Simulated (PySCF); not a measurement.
Species: SnMe4, C₄H₁₂Sn.
Bonds: Sn1–C2, Sn1–C6, Sn1–C10, Sn1–C14. Hydrogens: H3, H4, H5 on C2; H7, H8, H9 on C6; H11, H12, H13 on C10; H15, H16, H17 on C14.

Method: PBE0-D3(BJ)/def2-SVP geometry optimisation, gas phase, def2 core potentials past Kr (PySCF).

(1) Give the optimised bond lengths and angles.

## Answers

(1) 
| bond | length (bohr) |
| --- | --- |
| Sn1–C2 and 3 like bonds | 4.076 |
| C2–H3 and 11 like bonds | 2.078 |

Bonds in one row agree within 0.02 bohr and their mean is given. A selection of angles:
| angle | degrees |
| --- | --- |
| C2–Sn1–C6 | 109.4 |
| Sn1–C2–H3 | 110.4 |
| H3–C2–H4 | 108.5 |

Sn1 (tin bonded to 4 C) is tetrahedral (angles from 109.4° to 109.6°). All 4 C–Sn bonds measure 2.156 to 2.157 Å.

Point group: near Td, missed by 0.25 Å at most; the miss may be what the optimiser left on a soft mode (T holds within 0.08 Å). Not checked by PBE0-D3(BJ)/def2-SVP frequencies.
